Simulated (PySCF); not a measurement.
## Radial density of Sn⁺ (tin, charge +1)

MN15, [Kr] 4d10 5s2 5p1, 2P determinant. Computed with PySCF 2.14 in x2c-TZVPall (8s6p4d2f, 60 functions), with scalar relativity by spin-free X2C-1e.

```
r (bohr)  4πr²ρ (e/bohr)  4πr²(ρα − ρβ)
  0.0266           61.45         0.0042
  0.0448           56.25         0.0115
  0.0754           78.73         0.0116
   0.127           68.72        -0.0080
   0.213           61.92         0.0145
   0.359           50.44         0.0039
   0.603           20.56         0.0440
    1.01           18.64        -0.0200
    1.71           4.378         0.2792
    2.87           1.136         0.3865
    4.83          0.1001         0.0679
    8.12       0.0009905         0.0009
```

Densities and radii are taken from the X2C orbitals without a picture-change correction, which distorts them close to the nucleus.

(1) Where is the radial spin density 4πr²(ρα − ρβ) most negative, and why is it negative at all?

Results:

(1) Around r = 1.01 bohr, down to -0.0200 e/bohr: exchange with the open shell polarises the paired shells in an unrestricted calculation.
